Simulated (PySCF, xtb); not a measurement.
C5H5F, SMILES C(F)=C=CC=C.

Coordinates come from a B3LYP-D3(BJ)/def2-SVP optimisation. This is a generated structure with no PubChem entry under its InChIKey; it may be hypothetical. The values are those of a single conformer.

Method: C-PCM-M06-2X/def2-SVP in PySCF 2.14.0.

The values are the electrostatic part of the solvation free energy, E(continuum) − E(gas) at the gas-phase geometry, in a cavity of scaled van der Waals radii (PySCF's table); cavitation and dispersion terms are not included. In vacuum the orbital gap is 7.81 eV. The dipole moment in vacuum is 1.91 D.

Computed values in water (ε = 78.36), n-hexane (ε = 1.88), tetrahydrofuran (ε = 7.43):
```json
[
 {"solvent": "water", "ε": "78.36", "ΔG(elec) (kcal/mol)": "-3.4", "dipole (D)": "2.43", "gap (eV)": "7.81"},
 {"solvent": "n-hexane", "ε": "1.88", "ΔG(elec) (kcal/mol)": "-1.5", "dipole (D)": "2.12", "gap (eV)": "7.81"},
 {"solvent": "tetrahydrofuran", "ε": "7.43", "ΔG(elec) (kcal/mol)": "-2.9", "dipole (D)": "2.35", "gap (eV)": "7.81"}
]
```

For comparison, GFN2-xTB/ALPB(water) (xtb, at the GFN2-xTB geometry, all terms of that model) gives -2.4 kcal/mol.
